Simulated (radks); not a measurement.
Valence configurations of Br (all share [Ar]). All-electron calculation, Dirac Kohn-Sham, BLYP, spin-unpolarised, spherical densities, finite nucleus; open shells fill j = l - 1/2 first; Fermi nuclear charge, rms radius 4.1629 fm. Program: a radial shooting solver on a logarithmic mesh with Libxc functionals. Energies are relative to 3d10 4s2 4p5; eigenvalues in eV.

| valence | E (eV) | e(3d3/2) | e(3d5/2) | e(4p1/2) | e(4p3/2) | e(4s1/2) |
|---|---|---|---|---|---|---|
| 3d10 4s2 4p5 | 0.000 | -67.169 | -66.083 | -8.024 | -7.523 | -19.992 |
| 3d10 4s1.5 4p5.5 | 6.263 | -67.968 | -66.882 | -8.342 | -7.829 | -20.411 |
| 3d10 4s1 4p6 | 12.581 | -68.750 | -67.663 | -8.651 | -8.127 | -20.817 |
| 3d9 4s2 4p6 | 64.051 | -79.581 | -78.437 | -9.403 | -8.812 | -22.238 |

NIST lists [Ar] 3d10 4s2 4p5 as the ground configuration; this level of theory agrees among the configurations tried. The energies are those of spherical spin-averaged densities, not of single terms.
